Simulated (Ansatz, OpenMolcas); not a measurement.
**GaCl2O (SMILES [O][Ga]([Cl])[Cl]): the vertical electron affinity, rung by rung**

GaCl2O has 4 atoms, charge 0, and is taken as a doublet. SMILES: `[O][Ga]([Cl])[Cl]`. The coordinates come from a PBE0-D4/def2-TZVP relaxation.

Quantity: the vertical electron affinity (to the singlet anion), in eV. The values are calculated.

The electron affinity is E(neutral) − E(anion): positive where the electron is bound.

```
                level                   kind     program  value (eV)  less CCSD(T)/aug-cc-pVDZ  CPU time (all runs)
   USVWN5/aug-cc-pVDZ                    LDA  OpenMolcas        3.80                     +0.69                 67 s
   UB3LYP/aug-cc-pVDZ          global hybrid  OpenMolcas        3.22                     +0.11                 91 s
   UBHLYP/aug-cc-pVDZ          global hybrid      Ansatz        2.64                     -0.47                 97 s
  UM06-2X/aug-cc-pVDZ        hybrid meta-GGA  OpenMolcas        3.03                     -0.08              1.7 min
UPBE-QIDH/aug-cc-pVDZ          double hybrid      Ansatz        3.13                     +0.02                2 min
  RPA@PBE/aug-cc-pVDZ                    RPA      Ansatz        3.32                     +0.21              1.7 min
     UMP2/aug-cc-pVDZ    perturbation theory      Ansatz        3.54                     +0.43                 36 s
 UCCSD(T)/aug-cc-pVDZ  coupled cluster or CI      Ansatz        3.11                      0.00              5.9 min
```

UCCSD(T)/aug-cc-pVDZ is the highest level here, not the true value. All-electron rows without a relativistic Hamiltonian named are non-relativistic. The values span 2.64 to 3.80 eV. In the correlated wave-function rows the outer d shell of Ga is correlated, in sets not made for it. Times are those of the runs behind each value, whatever else they computed, on shared processors of several kinds: orders of magnitude only.
